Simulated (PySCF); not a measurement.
PySCF 2.14 output of an unrestricted TPSS calculation on a single atom or ion in aug-cc-pVQZ-DK3 (10s9p7d4f2g, 118 functions), with scalar relativity by spin-free X2C-1e:

```
SCF conv_tol = 1e-09
number electrons alpha = 44  beta = 39
    J. Tao, J. P. Perdew, V. N. Staroverov, and G. E. Scuseria.,  Phys. Rev. Lett. 91, 146401 (2003)
    J. P. Perdew, J. Tao, V. N. Staroverov, and G. E. Scuseria.,  J. Chem. Phys. 120, 6898 (2004)
    J. Tao, J. P. Perdew, V. N. Staroverov, and G. E. Scuseria.,  Phys. Rev. Lett. 91, 146401 (2003)
    J. P. Perdew, J. Tao, V. N. Staroverov, and G. E. Scuseria.,  J. Chem. Phys. 120, 6898 (2004)
cycle= 1 E= -21531.7199026482  delta_E= -0.0119  |g|= 0.0451  |ddm|= 2.51
cycle= 2 E= -21531.7199868366  delta_E= -8.42e-05  |g|= 0.0329  |ddm|= 1.18
cycle= 3 E= -21531.7201852947  delta_E= -0.000198  |g|= 0.00322  |ddm|= 0.493
cycle= 4 E= -21531.7201883212  delta_E= -3.03e-06  |g|= 0.000239  |ddm|= 0.0564
cycle= 5 E= -21531.7201883532  delta_E= -3.21e-08  |g|= 2.01e-05  |ddm|= 0.00465
cycle= 6 E= -21531.7201883536  delta_E= -3.06e-10  |g|= 1.76e-06  |ddm|= 0.000257
converged SCF energy = -21531.7201883536  <S^2> = 8.7525283  2S+1 = 6.0008427
```

The run itself started from symmetry-adapted Hartree-Fock orbitals and held the occupation by maximum overlap, on a logarithmic radial grid, so the iterations belong to that start.

**Question.** Which element, charge and spin multiplicity is this?

**Answer.** Bi (bismuth, neutral), multiplicity 6; the state was [Xe] 4f14 5d10 6s1 6p3 6d1, high-spin 6D determinant (an excited configuration).

Spin-orbit coupling is strong in this species (close to jj coupling), so the high-spin LS determinant is a model state, not a physical level. The outer electron is Rydberg-like, and this basis confines it to a smaller radius and binds it less than a complete one would.
